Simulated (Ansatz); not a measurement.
C4H4, SMILES `C1=CC=C1` (triplet; the order of the spin states depends on the level) (charge 0, multiplicity 3). This triplet lies 0.53 eV above the relaxed singlet at the level frozen-core CCSD(T)/cc-pVTZ // B3LYP-D3(BJ)/def2-TZVP (Ansatz, a quantum-chemistry and plane-wave program); other levels give the other order.

These are frozen-core CCSDT(Q)/6-31g // B3LYP-D3(BJ)/def2-TZVP (Ansatz) values and carry that method's errors.

Ansatz 0.2 input:
```yaml
crystal:
  periodic: [false, false, false]
  atoms:
    - { symbol: C, position_ang: [-0.251218, -0.984964, 0.003277] }
    - { symbol: C, position_ang: [-0.984949, 0.251234, 0.005701] }
    - { symbol: C, position_ang: [0.251218, 0.984964, -0.003285] }
    - { symbol: C, position_ang: [0.984949, -0.251234, -0.005692] }
    - { symbol: H, position_ang: [-0.517664, -2.0296, 0.006754] }
    - { symbol: H, position_ang: [-2.029573, 0.517679, 0.011745] }
    - { symbol: H, position_ang: [0.517664, 2.0296, -0.006767] }
    - { symbol: H, position_ang: [2.029573, -0.51768, -0.011732] }
basis:
  gaussian: { orbitals: "6-31g" }
correlation:
  method: ccsdt_q
magnetization:
  spin_polarized: true
  initial_magnetization: 2
```

Output:

```
Functional definition: HF
1078 factors; integrals over basis functions are off by at most 5.8e-8 eV
mean field evaluation 1: about -4177.9196 eV, gradient 1.4e1 eV
mean field evaluation 2: about -4177.9305 eV, gradient 1.4e1 eV
mean field evaluation 4: about -4179.2489 eV, gradient 1.2e0 eV
mean field evaluation 8: about -4179.2589 eV, gradient 2.4e-6 eV
mean field evaluation 16: about -4179.2018 eV, gradient 1.0e0 eV
mean field -4179.25886637 eV, -153.5849305356 hartree, gradient 8.3e-6 eV, S^2 2.012342; 2 other end points of the search recorded, 0 dependent functions left out
4 core orbitals not correlated
reference -4179.25886637 eV, -153.5849305356 hartree; 11, 9 occupied and 29, 31 virtual orbitals, 1078 factors
second order -8.81135239 eV of doubles, -0.00000000 eV of singles
cycle   1  -9.36899811 eV  change   -5.6e-1 eV  update   9.3e-2
cycle   2  -9.95382267 eV  change   -5.8e-1 eV  update   4.4e-2
cycle   3  -10.21070770 eV  change   -2.6e-1 eV  update   2.2e-2
cycle   4  -10.19393960 eV  change    1.7e-2 eV  update   8.0e-3
cycle   5  -10.19876359 eV  change   -4.8e-3 eV  update   3.3e-3
cycle   6  -10.20308114 eV  change   -4.3e-3 eV  update   1.1e-3
cycle   7  -10.20311029 eV  change   -2.9e-5 eV  update   4.2e-4
cycle   8  -10.20291197 eV  change    2.0e-4 eV  update   1.6e-4
cycle   9  -10.20297619 eV  change   -6.4e-5 eV  update   6.7e-5
cycle  10  -10.20295994 eV  change    1.6e-5 eV  update   2.7e-5
cycle  11  -10.20297705 eV  change   -1.7e-5 eV  update   1.1e-5
cycle  12  -10.20298564 eV  change   -8.6e-6 eV  update   3.7e-6
cycle  13  -10.20298818 eV  change   -2.5e-6 eV  update   1.5e-6
cycle  14  -10.20298971 eV  change   -1.5e-6 eV  update   5.7e-7
cycle  15  -10.20299038 eV  change   -6.7e-7 eV  update   2.4e-7
perturbative correction -0.03466547 eV, -0.0012739326 hartree
Total energy: -4189.49652222 eV, -153.9611574490 hartree
```
